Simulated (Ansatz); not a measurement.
Isolated molecules relaxed with PBE0-D4/def2-TZVP in Ansatz; ΔE leaves out vibrations. CBS: MP2 limit from def2 TZ/QZ plus the TZ coupled-cluster correction, frozen cores. This one scheme is used for every species, atoms too. For atomizations the MP2-based limit and the directly extrapolated one differ by several kJ/mol either way, and by 10 to 25 for some Ge, Se and Sn compounds, so smaller differences from it don't rank the levels. Open shells (•) are unrestricted, without spin–orbit coupling. Spin–orbit coupling would lower the free atoms: a little for B, C, Cl, S. One conformer a species, not always the lowest.

Reaction (atomization): `CCSBCl` → B• + 2 C• + Cl• + 6 H• + S•

```json
{"species": "`CCSBCl`", "CCSD(T)/def2-SVP energy (Eh)": "-961.38882"}
{"species": "B•", "CCSD(T)/def2-SVP energy (Eh)": "-24.55830"}
{"species": "C•", "CCSD(T)/def2-SVP energy (Eh)": "-37.71541"}
{"species": "Cl•", "CCSD(T)/def2-SVP energy (Eh)": "-459.44599"}
{"species": "H•", "CCSD(T)/def2-SVP energy (Eh)": "-0.49928"}
{"species": "S•", "CCSD(T)/def2-SVP energy (Eh)": "-397.46790"}
```

Problem. Work out ΔE.

Solution. ΔE = 6 × (-0.49928) + 2 × (-37.71541) + (-24.55830) + (-459.44599) + (-397.46790) − (-961.38882) = 1.49013 Eh = +3912.3 kJ/mol. CCSD(T)/CBS gives +4088.0 kJ/mol.

Largest T1 diagnostic among the species: 0.014.

From PBE to PBE0 (25 % exact exchange), in def2-TZVPP and without D4, ΔE moves by −47.3 kJ/mol: exact exchange takes away binding that semilocal exchange gives to molecules. The D4 term adds +42.3 kJ/mol with B3LYP and +22.2 kJ/mol with PBE0; it sums over pairs of atoms, weighted by their polarisabilities, and B3LYP, whose exchange is more repulsive, gets the larger term.

B3LYP here is the variant with VWN-RPA as its local correlation; programs differ in this.
